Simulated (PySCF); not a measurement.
Numbering as in the mapped SMILES `[F:1][B:2]([F:3])[CH:4]1[CH:5]=[CH:6]1` (H(Xn): hydrogen on atom n).

Geometry: PBE0-D3(BJ)/def2-SVP; GIAO shifts from PySCF, gas phase, non-relativistic, averaged over equivalent atoms.

At PBE0/pcSseg-1 (117 basis functions, 7.5 s wall time on 1 thread of an Arm Neoverse V2, shared host):
```json
{"atoms": "F1/F3", "δ (ppm)": "-71.8"}
{"atoms": "B2", "δ (ppm)": "28.5"}
{"atoms": "C5/C6", "δ (ppm)": "111.3"}
{"atoms": "C4", "δ (ppm)": "1.4"}
{"atoms": "H(C5)/H(C6)", "δ (ppm)": "6.95"}
{"atoms": "H(C4)", "δ (ppm)": "0.74"}
```

Shifts are taken against calculated references (same method and geometry level): 19F (177.25 ppm) vs CFCl3; 11B (100.73 ppm) against BF3·OEt2; 13C (184.41 ppm), 1H (31.27 ppm) against TMS.

**Question.** Estimate the result of repeating the calculation with WP04/pcSseg-2.

**Answer.** 
```json
{"atoms": "F1/F3", "δ at WP04/pcSseg-2": "-95.3", "change": "-23.5"}
{"atoms": "B2", "δ at WP04/pcSseg-2": "28.1", "change": "-0.4"}
{"atoms": "C5/C6", "δ at WP04/pcSseg-2": "111.6", "change": "+0.3"}
{"atoms": "C4", "δ at WP04/pcSseg-2": "3.1", "change": "+1.7"}
{"atoms": "H(C5)/H(C6)", "δ at WP04/pcSseg-2": "6.74", "change": "-0.21"}
{"atoms": "H(C4)", "δ at WP04/pcSseg-2": "0.82", "change": "+0.08"}
```

References, each an isolated molecule treated in the same way: 19F (σref 177.34) against CFCl3; 11B (σref 94.19) vs BF3·OEt2; 13C (σref 172.10), 1H (σref 31.61) against TMS.

The largest change is at F1/F3 (fluorine bonded to B). Cost: 258 basis functions, 25 s wall time on 1 thread of an Arm Neoverse V2, shared host.

A carbon bonded to boron is broadened by the quadrupolar boron nucleus and is often missing from a measured spectrum. Unscaled 19F shifts against computed CFCl3 carry errors that often reach 10 to 50 ppm.
